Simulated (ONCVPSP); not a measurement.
PBEsol ONCV dataset for gadolinium, scalar-relativistic all-electron reference.

Input for ONCVPSP 4.0.1:

```
# ATOM AND REFERENCE CONFIGURATION
# atsym  z   nc   nv     iexc    psfile
  Gd 64.00    9    5  -116133      upf
#
#   n    l    f
    1    0    2.00
    2    0    2.00
    2    1    6.00
    3    0    2.00
    3    1    6.00
    3    2   10.00
    4    0    2.00
    4    1    6.00
    4    2   10.00
    4    3    7.00
    5    0    2.00
    5    1    6.00
    5    2    1.00
    6    0    1.50
#
# PSEUDOPOTENTIAL AND OPTIMIZATION
# lmax
    3
#
#   l,   rc,      ep,       ncon, nbas, qcut
    0    2.40    0.00    4    7    6.40
    1    2.10    0.00    3    6    5.40
    2    3.65    0.00    4    9    4.40
    3    1.15    0.00    4    8   15.10
#
# LOCAL POTENTIAL
# lloc, lpopt,  rc(5),   dvloc0
    4    5    1.00    0.00
#
# VANDERBILT-KLEINMAN-BYLANDER PROJECTORs
# l, nproj, debl
    0    2    1.00
    1    3    1.00
    2    2    1.50
    3    3    2.60
#
# MODEL CORE CHARGE
# icmod, fcfact, rcfact
    3    1.75    1.05
#
# LOG DERIVATIVE ANALYSIS
# epsh1, epsh2, depsh
   -3.00    5.00    0.02
#
# OUTPUT GRID
# rlmax, drl
    6.00    0.01
#
# TEST CONFIGURATIONS
# ncnf
    4
# nvcnf
#   n    l    f
    5
    4    3    7.00
    5    0    2.00
    5    1    6.00
    5    2    1.00
    6    0    2.00
#
    5
    4    3    7.00
    5    0    2.00
    5    1    6.00
    5    2    1.00
    6    0    1.00
#
    5
    4    3    7.00
    5    0    2.00
    5    1    6.00
    5    2    1.00
    6    0    0.00
#
    5
    4    3    7.00
    5    0    2.00
    5    1    6.00
    5    2    0.00
    6    0    0.00
#
```

Command:

```bash
oncvpsp.x < Gd.dat > Gd.out
```

The program printed (shortened: citation, most of the input echo, consistency checks and plot data are left out):

```
ONCVPSP  (Optimized Norm-Conservinng Vanderbilt PSeudopotential)
scalar-relativistic version 4.0.1

#   n    l    f        energy (Ha)
    1    0    2.00    -1.8406661E+03
    2    0    2.00    -3.0402324E+02
    2    1    6.00    -2.7058374E+02
    3    0    2.00    -6.7478115E+01
    3    1    6.00    -5.7120783E+01
    3    2   10.00    -4.3444777E+01
    4    0    2.00    -1.3671580E+01
    4    1    6.00    -1.0257117E+01
    4    2   10.00    -5.5352901E+00
    4    3    7.00    -4.3212597E-01
    5    0    2.00    -1.9402058E+00
    5    1    6.00    -1.1136556E+00
    5    2    1.00    -1.9747614E-01
    6    0    1.50    -2.4448046E-01

Reference configufation results
  iterations    31
  all-electron total energy (Ha)   -1.12671768D+04

Begin loop to  construct optimized pseudo wave functions
and semi-local pseudopoentials for all angular momenta

Calculating optimized projector #   1

 for l=   0

    Fraction of norm inside rc  0.979120
    Optimizing pswf for qcut=   6.39 a_B^-1,  ecut=  20.43 Ha
    Residual kinetic energy error=  4.03D-08 Ha

    Energy error per electron        Cutoff
         Ha          eV             Ha
         0.01000     0.27211        7.75
         0.00100     0.02721       11.18
         0.00010     0.00272       13.84
         0.00001     0.00027       15.94

Calculating optimized projector #   2

 for l=   0

    Fraction of norm inside rc  0.111844
    Optimizing pswf for qcut=   6.39 a_B^-1,  ecut=  20.43 Ha
    Residual kinetic energy error=  3.96D-08 Ha

    Energy error per electron        Cutoff
         Ha          eV             Ha
         0.01000     0.27211        5.38
         0.00100     0.02721       10.49
         0.00010     0.00272       13.58
         0.00001     0.00027       15.97

WARNING wellstate: negative energy specified for n= 6 l=  1
WARNING scattering state with energy  0.25000000
WARNING will be used for the first projector

   Wellstate for l =  1  n =  6
     eigenvalue =   0.2500
     asymptotic potential =   0.7500
     half-point radius =  3.5362

   Wellstate for l =  1  n =  7
     eigenvalue =   1.2500
     asymptotic potential =   1.7500
     half-point radius =  4.1778

Calculating optimized projector #   1

 for l=   1

    Fraction of norm inside rc  0.847079
    Optimizing pswf for qcut=   5.40 a_B^-1,  ecut=  14.59 Ha
    Residual kinetic energy error=  9.34D-06 Ha

    Energy error per electron        Cutoff
         Ha          eV             Ha
         0.01000     0.27211        5.18
         0.00100     0.02721        6.80
         0.00010     0.00272       10.78
         0.00001     0.00027       14.76

Calculating optimized projector #   2

 for l=   1

    Fraction of norm inside rc  0.125318
    Optimizing pswf for qcut=   5.40 a_B^-1,  ecut=  14.59 Ha
    Residual kinetic energy error=  3.06D-05 Ha

    Energy error per electron        Cutoff
         Ha          eV             Ha
         0.01000     0.27211        4.91
         0.00100     0.02721        6.82
         0.00010     0.00272       12.80
         0.00001     0.00027       21.48

Calculating optimized projector #   3

 for l=   1

    Fraction of norm inside rc  0.109442
    Optimizing pswf for qcut=   5.40 a_B^-1,  ecut=  14.59 Ha
    Residual kinetic energy error=  8.35D-05 Ha

    Energy error per electron        Cutoff
         Ha          eV             Ha
         0.01000     0.27211        5.33
         0.00100     0.02721        7.87
         0.00010     0.00272       14.25
         0.00001     0.00027       23.30

   Wellstate for l =  2  n =  8
     eigenvalue =   1.3025
     asymptotic potential =   1.8025
     half-point radius =  6.8804

Calculating optimized projector #   1

 for l=   2

    Fraction of norm inside rc  0.816866
    Optimizing pswf for qcut=   4.40 a_B^-1,  ecut=   9.68 Ha
    Residual kinetic energy error=  1.33D-07 Ha

    Energy error per electron        Cutoff
         Ha          eV             Ha
         0.01000     0.27211        4.68
         0.00100     0.02721        6.20
         0.00010     0.00272        7.28
         0.00001     0.00027        8.33

Calculating optimized projector #   2

 for l=   2

    Fraction of norm inside rc  0.233615
    Optimizing pswf for qcut=   4.40 a_B^-1,  ecut=   9.68 Ha
    Residual kinetic energy error=  5.67D-06 Ha

    Energy error per electron        Cutoff
         Ha          eV             Ha
         0.01000     0.27211        5.85
         0.00100     0.02721        7.26
         0.00010     0.00272        8.52
         0.00001     0.00027        9.65

   Wellstate for l =  3  n =  6
     eigenvalue =   2.1679
     asymptotic potential =   2.6679
     half-point radius =  3.4055

   Wellstate for l =  3  n =  7
     eigenvalue =   4.7679
     asymptotic potential =   5.2679
     half-point radius =  3.0341

Calculating optimized projector #   1

 for l=   3

    Fraction of norm inside rc  0.791583
    Optimizing pswf for qcut=  15.12 a_B^-1,  ecut= 114.26 Ha
    Residual kinetic energy error=  8.63D-06 Ha

    Energy error per electron        Cutoff
         Ha          eV             Ha
         0.01000     0.27211       84.55
         0.00100     0.02721       96.36
         0.00010     0.00272      105.37
         0.00001     0.00027      114.79

Calculating optimized projector #   2

 for l=   3

    Fraction of norm inside rc  0.049304
    Optimizing pswf for qcut=  15.12 a_B^-1,  ecut= 114.26 Ha
    Residual kinetic energy error=  1.05D-05 Ha

    Energy error per electron        Cutoff
         Ha          eV             Ha
         0.01000     0.27211       78.62
         0.00100     0.02721       93.55
         0.00010     0.00272      104.81
         0.00001     0.00027      116.15

Calculating optimized projector #   3

 for l=   3

    Fraction of norm inside rc  0.056556
    Optimizing pswf for qcut=  15.12 a_B^-1,  ecut= 114.26 Ha
    Residual kinetic energy error=  5.16D-05 Ha

    Energy error per electron        Cutoff
         Ha          eV             Ha
         0.01000     0.27211       84.87
         0.00100     0.02721      100.13
         0.00010     0.00272      111.27
         0.00001     0.00027      143.17

Construct Vanderbilt / Kleinmman-Bylander projectors

B matrix Hermiticity error, ll=   0
   1   2    1.4964E-04

  Orthonormal projector coefficients  1.4625E+01  1.1159E+00

B matrix Hermiticity error, ll=   1
   1   2    1.5499E-04
   1   3   -2.3900E-04
   2   3    6.0598E-05

  Orthonormal projector coefficients  1.4018E+01  2.4716E+00  4.0609E-01

B matrix Hermiticity error, ll=   2
   1   2    5.6619E-05

  Orthonormal projector coefficients  5.3829E+00 -4.7609E-01

B matrix Hermiticity error, ll=   3
   1   2   -4.6762E-04
   1   3    7.7328E-04
   2   3    1.6003E-04

  Orthonormal projector coefficients -2.6014E+01 -1.3101E+01 -3.2078E+00

Model core correction analysis
  based on d2Exc/dn_idn_j

d2excae - all-electron derivatives

   -2.017139D-02   -1.247736D-02   -9.396352D-03   -3.420613D-03
   -1.294612D-03
   -1.247711D-02   -2.552636D-02   -2.241044D-02   -8.939879D-03
   -1.765539D-03
   -9.396163D-03   -2.241044D-02   -2.266820D-02   -1.276920D-02
   -3.167923D-03
   -3.420462D-03   -8.939731D-03   -1.276885D-02   -1.965309D-02
   -1.779609D-02
   -1.294410D-03   -1.765230D-03   -3.166987D-03   -1.778665D-02
   -3.054470D-02

d2excps - pseudofunction derivatives with no core correction

   -4.823779D-02   -2.305562D-02   -1.452970D-02   -3.431708D-03
   -2.237283D-03
   -2.305604D-02   -2.592284D-02   -2.266950D-02   -8.436196D-03
   -1.897981D-03
   -1.452981D-02   -2.266946D-02   -2.317336D-02   -1.272854D-02
   -3.240110D-03
   -3.431556D-03   -8.435942D-03   -1.272802D-02   -2.086234D-02
   -1.803553D-02
   -2.237152D-03   -1.897608D-03   -3.239165D-03   -1.802620D-02
   -3.054402D-02

rms 2nd derivative error    6.538192E-03

rmatch, rhocmatch    0.9096   12.4172

Teter function model core charge with specified parameters

d2excps - pseudofunction derivatives with core correction

   -4.359318D-02   -2.141688D-02   -1.396366D-02   -3.401520D-03
   -2.077074D-03
   -2.141704D-02   -2.531318D-02   -2.244153D-02   -8.429390D-03
   -1.836160D-03
   -1.396366D-02   -2.244150D-02   -2.308348D-02   -1.273065D-02
   -3.215133D-03
   -3.401362D-03   -8.429137D-03   -1.273013D-02   -2.086551D-02
   -1.803381D-02
   -2.076918D-03   -1.835849D-03   -3.214187D-03   -1.802448D-02
   -3.053807D-02

rms 2nd derivative error    5.490743E-03

Pseudoatom total energy -110.031987

Diagnostic tests using Vanderbilt-Kleinman-Bylander pseudopotentials
  1 or more projectors used as specified by nproj input data

   l    rcore       rmatch      e in        delta e   norm test  slope test

   0   2.4117000   2.4849245  -1.9402058   0.0000013   1.0001536   1.0001421
   0   2.4117000   2.4849245  -0.2444805   0.0000009   1.0000189   1.0000147

   1   2.1016952   2.1655072  -1.1136556   0.0000123   1.0001162   1.0001353
   1   2.1016952   2.1655072   0.2500000   0.0000143   1.0002279   1.0002279
   1   2.1016952   2.1655072   1.2500000   0.0000601   1.0002303   1.0002303

   2   3.6659112   3.7772162  -0.1974761  -0.0000002   1.0000226   1.0000251
   2   3.6659112   3.7772162   1.3025239   0.0000009   1.0000504   1.0000504

   3   1.1555046   1.1905882  -0.4321260  -0.0000001   1.0003151   1.0002833
   3   1.1555046   1.1905882   2.1678740   0.0000776   1.0005632   1.0005632
   3   1.1555046   1.1905882   4.7678740   0.0003056   1.0005766   1.0005766

 Testing for bound ghosts
   n   l    E NL Schr. Eq   E Basis Diag.   E Cutoff

       0                       -6.186437     32.89  WARNING - GHOST(-)
   1   0       -1.940205       -1.940161     32.89
   2   0       -0.244480       -0.233860     32.89

   2   1       -1.113643       -1.113645     50.57

   3   2       -0.197476       -0.197425     33.02

   4   3       -0.432126       -0.428660    369.76

 Testing for highly-localized positive-energy ghosts
       l    <radius>/rc     E Basis Diag.   E Cutoff

       1        0.270908        5.324533     50.57  WARNING - GHOST(+)

       2        0.364015        3.312267     33.02  WARNING - GHOST(+)

Test configuration 0

   n   l     f        eae           eps        diff
   1   0  2.0000-1840.66606497
   2   0  2.0000 -304.02323901
   2   1  6.0000 -270.58374026
   3   0  2.0000  -67.47811549
   3   1  6.0000  -57.12078324
   3   2 10.0000  -43.44477720
   4   0  2.0000  -13.67158043
   4   1  6.0000  -10.25711688
   4   2 10.0000   -5.53529009
   4   3  7.0000   -0.43212597   -0.43212604   -6.91D-08
   5   0  2.0000   -1.94020576   -1.94020451    1.25D-06
   5   1  6.0000   -1.11365564   -1.11364337    1.23D-05
   5   2  1.0000   -0.19747614   -0.19747633   -1.92D-07
   6   0  1.5000   -0.24448046   -0.24447960    8.62D-07

    Total energies and differences
      AE_ref= -1.12671768D+04  AE_tst= -1.12671768D+04  dif=  0.00D+00
      PS_ref= -1.10031987D+02  PS_tst= -1.10031987D+02  dif= -5.68D-14
      PSP excitation error=  5.68D-14

Test configuration 1

   n   l     f        eae           eps        diff
   1   0  2.0000-1840.55421972
   2   0  2.0000 -303.91189634
   2   1  6.0000 -270.47236831
   3   0  2.0000  -67.36687445
   3   1  6.0000  -57.00953919
   3   2 10.0000  -43.33354473
   4   0  2.0000  -13.56030274
   4   1  6.0000  -10.14583502
   4   2 10.0000   -5.42402273
   4   3  7.0000   -0.32090848   -0.32021577    6.93D-04
   5   0  2.0000   -1.82886041   -1.82855601    3.04D-04
   5   1  6.0000   -1.00234872   -1.00218920    1.60D-04
   5   2  1.0000   -0.09388833   -0.09386785    2.05D-05
   6   0  2.0000   -0.15246385   -0.15246198    1.87D-06

    Total energies and differences
      AE_ref= -1.12671768D+04  AE_tst= -1.12672757D+04  dif= -9.89D-02
      PS_ref= -1.10031987D+02  PS_tst= -1.10130959D+02  dif= -9.90D-02
      PSP excitation error=  2.43D-05

Test configuration 2

   n   l     f        eae           eps        diff
   1   0  2.0000-1840.78921676
   2   0  2.0000 -304.14575020
   2   1  6.0000 -270.70629258
   3   0  2.0000  -67.60039839
   3   1  6.0000  -57.24307135
   3   2 10.0000  -43.56706461
   4   0  2.0000  -13.79391505
   4   1  6.0000  -10.37946478
   4   2 10.0000   -5.65763261
   4   3  7.0000   -0.55436246   -0.55517121   -8.09D-04
   5   0  2.0000   -2.06258721   -2.06292167   -3.34D-04
   5   1  6.0000   -1.23573325   -1.23588889   -1.56D-04
   5   2  1.0000   -0.30995703   -0.30995890   -1.87D-06
   6   0  1.0000   -0.34166530   -0.34169039   -2.51D-05

    Total energies and differences
      AE_ref= -1.12671768D+04  AE_tst= -1.12670305D+04  dif=  1.46D-01
      PS_ref= -1.10031987D+02  PS_tst= -1.09885617D+02  dif=  1.46D-01
      PSP excitation error= -4.34D-05

Test configuration 3

   n   l     f        eae           eps        diff
   1   0  2.0000-1841.06429095
   2   0  2.0000 -304.41909003
   2   1  6.0000 -270.97975132
   3   0  2.0000  -67.87287463
   3   1  6.0000  -57.51556492
   3   2 10.0000  -43.83959172
   4   0  2.0000  -14.06657003
   4   1  6.0000  -10.65217943
   4   2 10.0000   -5.93037262
   4   3  7.0000   -0.82668839   -0.82959645   -2.91D-03
   5   0  2.0000   -2.33525183   -2.33641603   -1.16D-03
   5   1  6.0000   -1.50664037   -1.50725239   -6.12D-04
   5   2  1.0000   -0.55634277   -0.55625557    8.72D-05

    Total energies and differences
      AE_ref= -1.12671768D+04  AE_tst= -1.12665878D+04  dif=  5.89D-01
      PS_ref= -1.10031987D+02  PS_tst= -1.09442675D+02  dif=  5.89D-01
      PSP excitation error= -2.93D-04

Test configuration 4

   n   l     f        eae           eps        diff
   1   0  2.0000-1841.48125583
   2   0  2.0000 -304.83811028
   2   1  6.0000 -271.39885983
   3   0  2.0000  -68.28726683
   3   1  6.0000  -57.93001612
   3   2 10.0000  -44.25480413
   4   0  2.0000  -14.48092876
   4   1  6.0000  -11.06690527
   4   2 10.0000   -6.34576070
   4   3  7.0000   -1.24011664   -1.23291466    7.20D-03
   5   0  2.0000   -2.74646710   -2.74079330    5.67D-03
   5   1  6.0000   -1.90659129   -1.90260739    3.98D-03

    Total energies and differences
      AE_ref= -1.12671768D+04  AE_tst= -1.12658604D+04  dif=  1.32D+00
      PS_ref= -1.10031987D+02  PS_tst= -1.08717365D+02  dif=  1.31D+00
      PSP excitation error=  1.76D-03
```

Note: ghosts flagged at negative energy: s at -168.3 eV; GHOST(+) flagged for d at 90.1 eV, p at 144.9 eV. A true bound ghost makes a file unfit for plane-wave use.

The run took about 9.2 s on one core of a shared server CPU.
